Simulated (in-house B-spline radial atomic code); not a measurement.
Results of a calculation; reference values are marked as such.
**Building a PAW d channel for Cd, r_c = 1.02 bohr**

Cd, [Kr] 4d10 5s2, non-relativistic PBE, spherical and spin-unpolarised, from a B-spline radial code for spherical atoms (atomic units; all potentials screened as in the neutral atom).

Two all-electron partial waves φ1, φ2 are integrated outwards at E1 = ε(4d) = -0.464496 and E2 = E1 + 2 hartree; φ1 is the bound orbital and φ2 has unit norm inside r_c = 1.0225 bohr. Smooth partners are polynomials, r^3(a0 + a1 r² + a2 r⁴ + a3 r⁶), matched to φ and three derivatives at r_c, with no condition on the norm. The local potential is -34.329 + (73.9275) r² + (-68.3584) r⁴ + (23.8498) r⁶ inside 0.8371 bohr and the all-electron one outside.

| wave | φ(r_c) | φ'(r_c) | a0 | a1 | a2 | a3 |
| --- | --- | --- | --- | --- | --- | --- |
| 1 | 0.9482591 | -0.1478879 | 4.891028 | -7.427091 | 4.500492 | -1.013579 |
| 2 | 1.119749 | -2.727658 | 10.00588 | -17.05336 | 10.6662 | -2.439662 |

Inside r_c the overlaps are <φi φj> = [[0.37401, 0.60523], [0.60523, 1.00000]] and, for the smooth waves, [[0.34851, 0.55504], [0.55504, 0.90036]]. With χj = (Ej − T − V_local) applied to smooth wave j, the program's quadrature gives the matrix B_ij = <smooth i, χj> as [[0.54675, 0.93957], [1.03995, 1.82401]].

Problem. Check the match of the first wave, and find the augmentation charges q_ij.

Solution. At r_c the four terms are 5.22866, -8.30109, 5.25900, -1.23830, which sum to 0.9483, φ1(r_c) to rounding. q_ij is the all-electron overlap less the smooth one: [[0.02550, 0.05019], [0.05019, 0.09964]]. The smooth first wave has a norm of 0.3485 inside r_c against 0.3740, and q11 > 0 puts back the missing charge.

Problem. B isn't symmetric. Show that D_ij = B_ij + Ej q_ij is.

Solution. Integrating by parts gives B12 − B21 = (E1 − E2) q12: 0.93957 − (1.03995) = -0.10038, and −2 × (0.05019) = -0.10038. So D12 = 0.93957 + (1.535504)(0.05019) = 1.01663 and D21 = 1.03995 + (-0.464496)(0.05019) = 1.01664; D11 = 0.53490, D22 = 1.97702. The projectors, p = (B⁻¹)ᵀ χ, are dual to the smooth waves; det B = 0.02, small beside B11 B22, as the two smooth waves look alike inside r_c.

Solving (T + V_local + Σ p D p) ψ = E (1 + Σ p q p) ψ in a sphere of 9 bohr gives these levels:

```
all-electron  one projector  two projectors
   -0.464496      -0.464496       -0.464496
    0.112086       0.112051        0.112086
    0.379870       0.379645        0.379870
    0.800201       0.799389        0.800201
    1.362770       1.360470        1.362770
```

Problem. What does the second projector gain?

Solution. With one projector the errors are 0.00, -0.04, -0.22, -0.81, -2.30 millihartree. With two the errors are 0.00, 0.00, 0.00, 0.00, 0.00 millihartree. The scattering is exact at E1 and at E2 = 1.536, and over all levels compared the largest error is under 0.01 millihartree. The lowest eigenvalue of the overlap operator is 1 with one and 1 with two projectors. The smooth orbital alone needs a cutoff of 46.5 hartree for 1 millihartree of kinetic energy, against 43.8 for a norm-conserving Troullier-Martins orbital of the same radius.
